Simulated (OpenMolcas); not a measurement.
# Multiplet structure of Ag6+

```
Program             : OpenMolcas
Method              : CASSCF
Basis               : ANO-RCC-VQZP [8s7p5d3f2g1h]
Scalar Hamiltonian  : DKH2, point nucleus
Active space        : 5 electrons in 10 orbitals (4d 5d)
State averaging     : 2S+1 = 6 even, 1 root; 2S+1 = 4 even, 24 roots; 2S+1 = 2 even, 67 roots
Spin-orbit coupling : RASSI with atomic mean-field integrals over the reference wave functions, term energies averaged over their components
```

Spin-free terms above the lowest, with the occupations of the reference (each correlating shell added to its valence partner):

| Configuration | Term | E (cm⁻¹) | Occupations |
| --- | --- | --- | --- |
| 4d⁵ | ⁶S | 0.0 | 4d 5.00 |
| 4d⁵ | ⁴G | 35632 | 4d 5.00 |
| 4d⁵ | ⁴P | 41618 | 4d 5.00 |
| 4d⁵ | ⁴D | 43763 | 4d 5.00 |
| 4d⁵ | ²I | 51137 | 4d 5.00 |
| 4d⁵ | ²D(1) | 58227 | 4d 5.00 |
| 4d⁵ | ⁴F | 58994 | 4d 5.00 |
| 4d⁵ | ²F(1) | 59431 | 4d 5.00 |
| 4d⁵ | ²H | 62880 | 4d 5.00 |
| 4d⁵ | ²G(1) | 63890 | 4d 5.00 |
| 4d⁵ | ²F(2) | 68527 | 4d 5.00 |
| 4d⁵ | ²S | 75485 | 4d 5.00 |
| 4d⁵ | ²D(2) | 83735 | 4d 5.00 |

With spin-orbit coupling, above the lowest level:

```json
{"Configuration": "4d⁵", "Term": "⁶S", "J": "5/2", "E (cm⁻¹)": "0.0", "Measured (cm⁻¹)": "0.0", "Term weight %": "98", "Second": ""}
{"Configuration": "4d⁵", "Term": "⁴G", "J": "5/2", "E (cm⁻¹)": "34746", "Measured (cm⁻¹)": "29390", "Term weight %": "91", "Second": "5 ²F(1)"}
{"Configuration": "4d⁵", "Term": "⁴G", "J": "7/2", "E (cm⁻¹)": "35460", "Measured (cm⁻¹)": "30378", "Term weight %": "96", "Second": "2 ²F(1)"}
{"Configuration": "4d⁵", "Term": "⁴G", "J": "11/2", "E (cm⁻¹)": "35708", "Measured (cm⁻¹)": "30662", "Term weight %": "98", "Second": "2 ²H"}
{"Configuration": "4d⁵", "Term": "⁴G", "J": "9/2", "E (cm⁻¹)": "35877", "Measured (cm⁻¹)": "30907", "Term weight %": "98", "Second": ""}
{"Configuration": "4d⁵", "Term": "⁴P", "J": "5/2", "E (cm⁻¹)": "38564", "Measured (cm⁻¹)": "", "Term weight %": "57", "Second": "33 ⁴D"}
{"Configuration": "4d⁵", "Term": "⁴P", "J": "3/2", "E (cm⁻¹)": "39554", "Measured (cm⁻¹)": "32994", "Term weight %": "63", "Second": "35 ⁴D"}
{"Configuration": "4d⁵", "Term": "⁴P", "J": "1/2", "E (cm⁻¹)": "40939", "Measured (cm⁻¹)": "34605", "Term weight %": "78", "Second": "21 ⁴D"}
{"Configuration": "4d⁵", "Term": "⁴D", "J": "7/2", "E (cm⁻¹)": "43584", "Measured (cm⁻¹)": "36485", "Term weight %": "94", "Second": "3 ⁴F"}
{"Configuration": "4d⁵", "Term": "⁴D", "J": "1/2", "E (cm⁻¹)": "45328", "Measured (cm⁻¹)": "38685", "Term weight %": "79", "Second": "21 ⁴P"}
{"Configuration": "4d⁵", "Term": "⁴D", "J": "5/2", "E (cm⁻¹)": "46005", "Measured (cm⁻¹)": "39299", "Term weight %": "62", "Second": "30 ⁴P"}
{"Configuration": "4d⁵", "Term": "⁴D", "J": "3/2", "E (cm⁻¹)": "46263", "Measured (cm⁻¹)": "39788", "Term weight %": "62", "Second": "35 ⁴P"}
{"Configuration": "4d⁵", "Term": "²I", "J": "11/2", "E (cm⁻¹)": "50495", "Measured (cm⁻¹)": "44011", "Term weight %": "91", "Second": "8 ²H"}
{"Configuration": "4d⁵", "Term": "²I", "J": "13/2", "E (cm⁻¹)": "51825", "Measured (cm⁻¹)": "45546", "Term weight %": "100", "Second": ""}
{"Configuration": "4d⁵", "Term": "²D(1)", "J": "5/2", "E (cm⁻¹)": "55120", "Measured (cm⁻¹)": "", "Term weight %": "44", "Second": "36 ²F(1)"}
{"Configuration": "4d⁵", "Term": "²D(1)", "J": "3/2", "E (cm⁻¹)": "56683", "Measured (cm⁻¹)": "", "Term weight %": "55", "Second": "43 ⁴F"}
{"Configuration": "4d⁵", "Term": "⁴F", "J": "7/2", "E (cm⁻¹)": "57847", "Measured (cm⁻¹)": "", "Term weight %": "52", "Second": "28 ²F(1)"}
{"Configuration": "4d⁵", "Term": "⁴F", "J": "9/2", "E (cm⁻¹)": "58004", "Measured (cm⁻¹)": "49104", "Term weight %": "66", "Second": "27 ²G(1)"}
{"Configuration": "4d⁵", "Term": "⁴F", "J": "5/2", "E (cm⁻¹)": "59635", "Measured (cm⁻¹)": "51049", "Term weight %": "81", "Second": "11 ²F(1)"}
{"Configuration": "4d⁵", "Term": "²F(1)", "J": "7/2", "E (cm⁻¹)": "61356", "Measured (cm⁻¹)": "53353", "Term weight %": "56", "Second": "33 ⁴F"}
{"Configuration": "4d⁵", "Term": "²H", "J": "9/2", "E (cm⁻¹)": "62167", "Measured (cm⁻¹)": "53797", "Term weight %": "63", "Second": "23 ⁴F"}
{"Configuration": "4d⁵", "Term": "⁴F", "J": "3/2", "E (cm⁻¹)": "62344", "Measured (cm⁻¹)": "", "Term weight %": "55", "Second": "43 ²D(1)"}
{"Configuration": "4d⁵", "Term": "²G(1)", "J": "7/2", "E (cm⁻¹)": "65295", "Measured (cm⁻¹)": "", "Term weight %": "84", "Second": "11 ²F(1)"}
{"Configuration": "4d⁵", "Term": "²H", "J": "11/2", "E (cm⁻¹)": "65500", "Measured (cm⁻¹)": "57962", "Term weight %": "89", "Second": "9 ²I"}
{"Configuration": "4d⁵", "Term": "²D(1)", "J": "5/2", "E (cm⁻¹)": "66119", "Measured (cm⁻¹)": "", "Term weight %": "38", "Second": "35 ²F(1)"}
{"Configuration": "4d⁵", "Term": "²G(1)", "J": "9/2", "E (cm⁻¹)": "67921", "Measured (cm⁻¹)": "", "Term weight %": "59", "Second": "30 ²H"}
{"Configuration": "4d⁵", "Term": "²F(2)", "J": "5/2", "E (cm⁻¹)": "70011", "Measured (cm⁻¹)": "", "Term weight %": "68", "Second": "12 ²F(1)"}
{"Configuration": "4d⁵", "Term": "²F(2)", "J": "7/2", "E (cm⁻¹)": "70030", "Measured (cm⁻¹)": "59792", "Term weight %": "86", "Second": "10 ⁴F"}
{"Configuration": "4d⁵", "Term": "²S", "J": "1/2", "E (cm⁻¹)": "76542", "Measured (cm⁻¹)": "", "Term weight %": "99", "Second": ""}
{"Configuration": "4d⁵", "Term": "²D(2)", "J": "3/2", "E (cm⁻¹)": "84689", "Measured (cm⁻¹)": "", "Term weight %": "99", "Second": ""}
{"Configuration": "4d⁵", "Term": "²D(2)", "J": "5/2", "E (cm⁻¹)": "85652", "Measured (cm⁻¹)": "", "Term weight %": "94", "Second": "5 ²F(2)"}
```

Against the 18 measured excited levels shown (the list in Gamrath, thesis, University of Mons (2023)) the mean absolute deviation is 6900 cm-1; the largest miss in energy is 4d⁵ ²F_7/2(2): computed 70030, measured 59792 cm⁻¹ (+17.1 %).

Spin-orbit coupling puts the lowest level 671 cm⁻¹ below the lowest spin-free term.

A least-squares Racah fit to the terms below 60000 cm-1, each weighted by 2L + 1 and with a free common offset, gives B = 1158 cm-1 and C = 4773 cm-1 (C/B = 4.12), with an rms deviation of 50 cm-1.

Without dynamic correlation excited terms often stand tens of per cent too high (terms of higher spin than the ground term too low), and those without a measured partner can miss by more than the paired ones. Active for correlation alone: 5d; no level in the range computed is led by a configuration that fills it, so any true level of that kind is missing. Computed and measured levels are paired by configuration, term and J; levels that our copy of the source lacks, or whose pairing is in doubt (as where it misses far off the trend of its configuration), stay unpaired and out of the deviations. Levels of configurations outside the active space are missing. The first state left out of the spin-orbit step lies near 110000 cm-1 above the lowest spin-free state of the reference (among the parities and spins computed), and the list stops at four fifths of that energy or lower.

The RASSCF and RASSI steps took 3 min on 1 thread of Intel(R) Xeon(R) Platinum 8488C (Sapphire Rapids) (shared host); the integral step is not counted.

The term weight is that of the spin-free term in the level, not the purity of its configuration. A number in round brackets counts repeated terms of one configuration in the order of the reference energies.
